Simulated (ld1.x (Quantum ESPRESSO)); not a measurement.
## Ir (Z = 77): one change to a TM semilocal potential, before and after

```
Element                 : Ir
Generator               : ld1.x (Quantum ESPRESSO) 7.5
Type                    : norm-conserving Troullier–Martins (semilocal form)
Functional              : PBE
Relativity              : scalar-relativistic
Frozen core             : [Kr] 4d10 4f14 5s2
Valence charge          : 15
Reference configuration : 5p6 5d7 6s2 6p0
Partial waves           : 6s (bound): rc 1.95 bohr; 5p (bound): rc 1.10 bohr; 5d (bound): rc 2.30 bohr
Local potential         : the d channel
Core correction         : none
```

All-electron outer shells of the reference configuration (PBE, scalar-relativistic, ld1.x):

```tsv
shell	level (eV)	outermost node (bohr)	outermost maximum (bohr)
5s	-97.99	0.50	0.89
4f	-62.19	–	0.39
5p	-54.70	0.54	1.01
5d	-7.15	0.59	1.29
6s	-6.33	1.17	2.38
6p	-1.22	1.39	3.47
```

Change: wave 5d (bound): rc 2.30 bohr becomes 5d (bound): rc 1.44 bohr.

Cutoffs: the cutoffs (Ry, on a coarse ladder) from which the occupation-weighted sum of valence levels, in a spherical-Bessel basis at the reference potential, stays within 10 and 1 mRy of its value at 400 Ry; they do not see the model core or the augmentation charge, which bear on the density cutoff. Errors are all-electron minus pseudo energies relative to the spin-unpolarised reference configuration.

What does the change do?

The potential gets neither clearly harder nor softer (140 Ry and 200 Ry → 140 Ry and 200 Ry); of the 7 tests that both files solve, the error grows in 2 and shrinks in 0 by more than 15 % and 0.3 meV (median size 13.5 → 13.4 meV); neither file shows a bound ghost. A semilocal file is local in each channel, so a ghost entry of none says nothing of the separable form that plane-wave codes build from it.

| quantity | base | changed |
| --- | --- | --- |
| cutoff, loose | 140 Ry | 140 Ry |
| cutoff, tight | 200 Ry | 200 Ry |
| bound ghosts | none | none |
| error for 5p6 5d7 6s1 6p0, meV [ΔE 9.88 eV] | -6.0 | -6.3 |
| error for 5p6 5d7 6s0 6p0, meV [ΔE 27.35 eV] | -24 | -25 |
| error for 5p6 5d6 6s0 6p0, meV [ΔE 57.89 eV] | -2.1 | +9.1 |
| error for 5p6 5d7.5 6s1.5 6p0, meV [ΔE -0.29 eV] | -4.4 | -4.9 |
| error for 5p6 5d7 6s1 6p1, meV [ΔE 5.32 eV] | +14 | +13 |
| error for 5p6 5d5 6s0 6p0, meV [ΔE 101.46 eV] | +29 | +48 |
| error for 5p6 5d6 6s2 6p0, meV [ΔE 12.19 eV] | +14 | +14 |
